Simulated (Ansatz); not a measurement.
`BC(=C)Br` + `CNBN` → `BNBNC` + `C=CBr`  (ligand exchange at a B–C bond)

Computed with Ansatz on PBE0-D4/def2-TZVP structures; ΔE is electronic, products minus reactants. CCSD(T)/CBS adds triple-zeta CCSD(T) − MP2 to the extrapolated MP2 energy (def2 sets, frozen cores). DFT in def2-TZVPP. For Br outer-core shells are correlated without core-valence functions, which leaves a few kJ/mol of doubt a bond. Scalar relativity is left out up to krypton. One conformer a species, not always the lowest.

| level | ΔE (kcal/mol) |
| --- | --- |
| B97M-V | -21.5 |
| CAM-B3LYP-D4 | -22.6 |
| ωB97X-V | -21.9 |
| r2SCAN | -21.7 |
| r2SCANh | -21.7 |
| CCSD/def2-SVP | -25.5 |
| CCSD/def2-TZVPP | -22.4 |
| MP2/def2-QZVPP | -21.8 |

Problem. What does CCSD(T)/CBS give? (An estimate is asked.)

Solution. The calculation gave: -22.1 kcal/mol. The listed levels differ from it by 0.6, -0.5, 0.2, 0.4, 0.4, -3.4, -0.3, 0.3 kcal/mol.

Largest T1 diagnostic among the species: 0.013.

At CCSD(T), def2-SVP lies −3.7 kcal/mol from the extrapolated value and def2-TZVPP −0.5 kcal/mol. Leaving LDA and LC-ωPBE aside and taking each functional with its dispersion term where it has one, the values spread over 1.1 kcal/mol, from CAM-B3LYP-D4 to B97M-V. LDA lies −1.7 kcal/mol from PBE without D4. In def2-TZVPP, CCSD(T) changes the Hartree–Fock value by −2.0 kcal/mol (the triples alone add −0.2 kcal/mol) and MP2 by −1.5 kcal/mol.
